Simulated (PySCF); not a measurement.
BiOBr, singlet: molecular constants

Method: PBE0 in PySCF with Bi def2-TZVP with ECP60, O def2-TZVP, Br def2-TZVP; scalar-relativistic core potentials, no spin–orbit coupling; density-fitted integrals.

The structure is a higher-order saddle point with 2 imaginary modes (one degenerate set).

Coordinates in bohr (charge 0 multiplicity 1):
```
Bi    0.0000    0.0000   -1.2105
O     0.0000    0.0000   -4.8216
Br    0.0000    0.0000    4.1816
```

```
Point group                                                                   : C∞v
Bond lengths                                                                  : Bi–Br 2.853 Å, Bi–O 1.911 Å
Bond angles                                                                   : Br–Bi–O 180.0°
Atomisation energy without zero-point energy                                  : 480 kJ/mol
Dipole moment                                                                 : 1.48 D
Rotational constants                                                          : 0.02925 cm⁻¹
Highest occupied level                                                        : -7.16 eV
Zero-point energy (real modes)                                                : 5.6 kJ/mol
Principal quadrupole moments (Buckingham, traceless) about the centre of mass : -24.58, 12.29, 12.29 D Å
Lowest empty level                                                            : -4.31 eV
Principal polarisabilities                                                    : 41.1, 41.1, 127.7 bohr³
```

Harmonic modes (masses in u: Bi 208.980, O 15.995, Br 78.918):
```json
{"symmetry": "π", "ω (cm⁻¹)": "187i", "IR (km/mol, summed over degenerate members)": "–", "type": "bend"}
{"symmetry": "σ+", "ω (cm⁻¹)": "164", "IR (km/mol, summed over degenerate members)": "30.8", "type": "stretch"}
{"symmetry": "σ+", "ω (cm⁻¹)": "778", "IR (km/mol, summed over degenerate members)": "152", "type": "stretch"}
```

In C∞v the vibrations span π + 2σ+.

Charges (e):
```
atom  Mulliken  Löwdin  polar tensor  Mayer order to Bi1
 Bi1      1.04    0.80          1.45                   –
  O2     -0.57   -0.46         -0.77                1.99
 Br3     -0.48   -0.34         -0.68                0.82
```

Mulliken populations on Bi1 (electrons outside its core potential): s 3.97, p 7.71, d 10.22, f 0.05.

Outer orbital energies (eV). occupied: -20.26, -17.03, -10.39, -9.57, -9.57, -7.82, -7.82, -7.16; empty: -4.31, -4.31, 0.15, 2.87.

Only a few start shapes were tried, so a lower isomer may exist. At this level a singlet minimum of Cs symmetry lies 144 kJ/mol below this structure. Spin–orbit coupling, left out here, can matter for elements this heavy.

The final relaxation and frequency run took 29 s on 2 threads of a shared AMD EPYC 9R45 96-Core (Zen 5) host, with 129 basis functions and 10 gradients; the process peaked at 1.1 GiB.
